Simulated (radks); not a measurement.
Results of a calculation; reference values are marked as such.
Isoelectronic series with 14 electrons, all held in the configuration [Ne] 3s2 3p2, which need not be the ground one along the series. Level of theory: Dirac Kohn-Sham, PBEsol, spin-unpolarised, spherical densities, finite nucleus; open shells fill j = l - 1/2 first; Fermi nuclear charge, rms radius of each element as measured or else 0.836 A^(1/3) + 0.57 fm (a radial shooting solver on a logarithmic mesh with Libxc functionals). Total energies (hartree) and mean radii <r> (bohr) (* marks an orbital that is empty in some or all of the ions):

ion    E (hartree)  3p3/2*   3p1/2   3s1/2
Si      -289.30034   2.795   2.786   2.166
P+      -340.96059   2.138   2.131   1.822
S2+     -397.16349   1.767   1.762   1.578
Cl3+    -457.90316   1.519   1.514   1.396
Ar4+    -523.18089   1.337   1.332   1.255
K5+     -593.00177   1.197   1.192   1.140
Ca6+    -667.37322   1.085   1.080   1.046
Sc7+    -746.30441  0.9933  0.9885  0.9664
Ti8+    -829.80594  0.9164  0.9117  0.8985
V9+     -917.88956  0.8510  0.8463  0.8397
Cr10+  -1010.56797  0.7946  0.7898  0.7882
Mn11+  -1107.85493  0.7454  0.7405  0.7428
Fe12+  -1209.76517  0.7021  0.6971  0.7024
Co13+  -1316.31419  0.6636  0.6586  0.6662
Ni14+  -1427.51865  0.6292  0.6241  0.6335
Cu15+  -1543.39532  0.5982  0.5930  0.6038
Zn16+  -1663.96298  0.5702  0.5649  0.5768
Ga17+  -1789.24038  0.5447  0.5393  0.5521
Ge18+  -1919.24756  0.5214  0.5159  0.5294
